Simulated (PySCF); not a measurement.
Vertical excitations of a molecule C3H8Si from TDDFT-PBE/def2-SVPD (PySCF 2.14.0), as energy in eV (oscillator strength): 6.32 (0.011), 6.67 (0.017), 6.88 (0.052), 6.94 (0.023), 7.29 (0.000), 7.29 (0.031), 7.47 (0.018), 7.55 (0.029), 7.66 (0.014), 7.77 (0.010). Lowest triplet (TDA): 6.02 eV. The structure is a stationary point at B3LYP-D3(BJ)/def2-SVP. One conformer was computed; it need not be the lowest.

### Question
Identify the compound among the candidates.
A. C1C[SiH2]C1
B. [SiH3]C1CC1
C. C=C[SiH2]C
D. C=C(C)[SiH3]

### Answer
A, C1C[SiH2]C1
